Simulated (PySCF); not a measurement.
IrS₃, quartet: molecular constants

Level of theory: UB3LYP in PySCF with Ir def2-SVP with ECP60, S def2-SVP; scalar-relativistic core potentials, no spin–orbit coupling; density-fitted integrals.

The structure is a minimum.

```xyz
4
charge 0 multiplicity 4, angstrom
Ir    0.0000    0.0000   -0.1520
S     2.0964    0.0000    0.3058
S    -1.0482    1.8155    0.3058
S    -1.0481   -1.8155    0.3058
```

```json
{
 "Point group": "C3v",
 "Bond lengths": "Ir–S 2.146 Å (×3)",
 "Bond angles": "S–Ir–S 115.6° (×3)",
 "Highest occupied level (α)": "-6.94 eV",
 "Spin squared ⟨S²⟩": "3.763",
 "Dipole moment": "0.84 D",
 "Lowest empty level (β)": "-5.48 eV",
 "Principal quadrupole moments (Buckingham, traceless) about the centre of mass": "-0.90, -0.90, 1.79 D Å",
 "Heat capacity Cp at 298.15 K": "74.1 J/(mol K)",
 "Entropy at 298.15 K and 1 bar (electronic part: spin only)": "344.9 J/(mol K)",
 "Rotational constants": "0.07519, 0.07519, 0.03999 cm⁻¹",
 "Atomisation energy without zero-point energy": "1033 kJ/mol",
 "Zero-point energy": "10.8 kJ/mol",
 "Principal polarisabilities": "46.6, 111.7, 111.7 bohr³",
 "Enthalpy at 298.15 K above 0 K": "17.10 kJ/mol",
 "Rotational symmetry number": "3"
}
```

Harmonic modes (masses in u: Ir 192.963, S 31.972):
| symmetry | ω (cm⁻¹) | IR (km/mol, summed over degenerate members) | type |
| --- | --- | --- | --- |
| a1 | 127 | 0.0 | bend |
| e | 152 | 1.4 | bend |
| e | 446 | 17.6 | stretch |
| a1 | 481 | 0.0 | stretch |

In C3v the vibrations span 2a1 + 2e.

Charges (e):
| atom | Mulliken | Löwdin | polar tensor | spin (Mulliken) | Mayer order to Ir1 |
| --- | --- | --- | --- | --- | --- |
| Ir1 | 0.24 | -0.67 | 0.35 | 0.99 | – |
| S2,3,4 | -0.08 | 0.22 | -0.12 | 0.67 | 1.58 |
Other Mayer orders above 0.3: S–S 0.32 (×3).

Mulliken populations on Ir1 (electrons outside its core potential): s 2.74, p 6.41, d 7.58, f 0.04.

Outer orbital energies (eV). α occupied: -11.10, -9.63, -8.50, -8.50, -8.28, -7.43, -6.94, -6.94; empty: -3.70, -3.70, -0.34, 1.61. β occupied: -11.32, -10.79, -9.94, -9.94, -8.34, -8.00, -8.00, -7.07; empty: -5.48, -4.14, -4.13, -3.30.

Formally Ir is in oxidation state +6, d3, with 3 unpaired electrons (the high-spin count). The Mulliken spin on Ir is 0.99, so most of the spin sits on the ligands and the formal count fails. The polar-tensor charge on Ir, 0.35, is far below the formal one.

Other isomers or separated fragments may lie lower. Open d and f shells are described by one determinant, and the ground state may have another occupation or spin. At this level a doublet minimum of C2v symmetry lies 65 kJ/mol below this structure. No spin–orbit coupling is included, which matters more the heavier the element.

The final relaxation and frequency run took 42 s on 2 threads of a shared Arm Neoverse V2 host, with 86 basis functions and 7 gradients; the process peaked at 1.1 GiB. Launch command: `OMP_NUM_THREADS=2 python axn.py task.json out`.
